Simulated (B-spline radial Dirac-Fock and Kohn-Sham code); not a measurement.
ΔSCF core binding energies without Breit or QED terms, calculated with an atomic code on a B-spline grid.

A sound run for Pm²⁺ in the configuration [Xe] 4f5: The ground state converged in 11 iterations, with total energy -10021.55001 Ha, virial ratio 1.92494 and highest orbital energy -23.23 eV. ΔSCF binding energies: K (1s) 45385.6 eV, L3 (2p3/2) 6492.4 eV, M5 (3d5/2) 1048.0 eV.

A second run, with one unsound setting: The ground state converged in 13 iterations, with total energy -180.67676 Ha, virial ratio 25.32688 and highest orbital energy -3.87 eV. ΔSCF binding energies: K (1s) 19.97 eV, L3 (2p3/2) 19.02 eV, M5 (3d5/2) 17.15 eV.

```
iter   energy (Ha)        error
   1     -119.84261830  2.73e-01
   2      -75.81986670  1.12e+00
   3     -175.72932538  1.65e-01
   4     -179.55760956  8.55e-02
   5     -180.20053459  5.83e-02
   6     -180.47907816  3.24e-02
   7     -180.66493511  7.15e-03
   8     -180.67660881  7.36e-04
   9     -180.67673814  1.71e-04
  13     -180.67676484  6.03e-07
```

Problem. Which fault fits the second run best?
A. overfilled shell
B. nuclear radius in wrong units
C. speed of light below Z
D. damping too heavy

Solution. B. The input had radius_factor = 100000.0: radius_factor inflates the nucleus far beyond its size, which weakens the binding of the inner electrons.
